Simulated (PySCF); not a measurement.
C4H4ClF, SMILES C(Cl)C(=C=C)F.

The structure is a stationary point at B3LYP-D3(BJ)/def2-SVP. This is a generated structure with no PubChem entry under its InChIKey; it may be hypothetical. One conformer was computed; it need not be the lowest.

Method: SMD-M06-2X/def2-SVP run with PySCF.

Solvation free energies are E(SMD) − E(gas) at the gas-phase geometry, for 1 M in both phases. In vacuum the dipole moment is 2.90 D.

Computed solvation free energies in water, diethylether, acetonitrile:
| solvent | ΔG(solv) (kcal/mol) | its non-electrostatic (CDS) part | dipole (D) |
|---|---|---|---|
| water | -1.2 | 4.1 | 3.87 |
| diethylether | -5.0 | -1.4 | 3.55 |
| acetonitrile | -5.6 | -0.4 | 3.85 |
